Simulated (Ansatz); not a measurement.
Molecule: KI (charge 0, singlet). 
Coordinates optimised at B3LYP-D3(BJ)/def2-TZVP (Ansatz, a program for electronic structure):
```xyz
2

K      0.0000     0.0000    -2.2761
I      0.0000     0.0000     0.8160
```
Charge 0, spin multiplicity 1.

Q: Give the harmonic wavenumbers at B3LYP-D3(BJ)/def2-TZVP (Ansatz, finite differences of forces, unscaled).

A: 179 cm⁻¹. Zero-point energy 0.3 kcal/mol.

Q: From these and the geometry, give the ideal-gas thermochemistry at 298.15 K and 1 atm (rigid rotor, harmonic oscillator).

A: Point group C∞v, rotational symmetry number 1. Rotational constants 1.768, 1.768 GHz. S(trans) 41.23, S(rot) 18.21, S(vib) 2.34, S(elec, spin only) 0.00, S 61.8 cal/(mol K). H(298) - H(0) 2.45 kcal/mol; G - E(el) -15.7 kcal/mol.
